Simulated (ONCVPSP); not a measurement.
Reading a pseudo-wave (magnesium)

Columns: radius, all-electron u(r) and pseudo u(r) of the 2s shell (level -88.92 eV) of magnesium in the configuration [He] 2s2 2p6 3s1; PBE, scalar-relativistic, ONCV scheme, ONCVPSP 4.0.1.

| r (bohr) | all-electron | pseudo |
| --- | --- | --- |
| 0.060 | -0.5569 | 0.2033 |
| 0.120 | -0.3856 | 0.4001 |
| 0.180 | 0.0049 | 0.5842 |
| 0.240 | 0.4046 | 0.7498 |
| 0.300 | 0.7341 | 0.8917 |
| 0.360 | 0.9741 | 1.0063 |
| 0.420 | 1.1286 | 1.0911 |
| 0.480 | 1.2110 | 1.1449 |
| 0.540 | 1.2381 | 1.1689 |
| 0.600 | 1.2245 | 1.1655 |
| 0.660 | 1.1822 | 1.1381 |
| 0.720 | 1.1210 | 1.0915 |
| 0.780 | 1.0484 | 1.0305 |
| 0.840 | 0.9700 | 0.9602 |
| 0.900 | 0.8896 | 0.8849 |
| 0.960 | 0.8100 | 0.8081 |
| 1.020 | 0.7333 | 0.7326 |
| 1.080 | 0.6605 | 0.6603 |
| 1.140 | 0.5925 | 0.5924 |
| 1.200 | 0.5296 | 0.5296 |
| 1.260 | 0.4720 | 0.4719 |
| 1.320 | 0.4195 | 0.4194 |
| 1.380 | 0.3720 | 0.3719 |
| 1.440 | 0.3292 | 0.3292 |
| 1.500 | 0.2908 | 0.2907 |
| 1.560 | 0.2564 | 0.2564 |

Task: How many radial nodes do the two functions have?

Result: The all-electron 2s function has n − l − 1 = 1; the pseudo-wave has 0, since the states of the same l below it are removed with the core.

Task: At about which radius was the pseudo-wave matched?

Result: 1.20 bohr. The columns agree to 0.0005 from 1.08 bohr on; several derivatives are matched, so the curves merge somewhat inside the radius.

Task: Where does each function peak?

Result: Outermost all-electron maximum near 0.54 bohr, pseudo maximum near 0.54 bohr (to the table’s step).

Task: Is the pseudo-wave norm-conserving?

Result: Yes: the ONCV scheme keeps the norm inside the radius equal to the all-electron one, which fixes the energy derivative of the logarithmic derivative at the level.
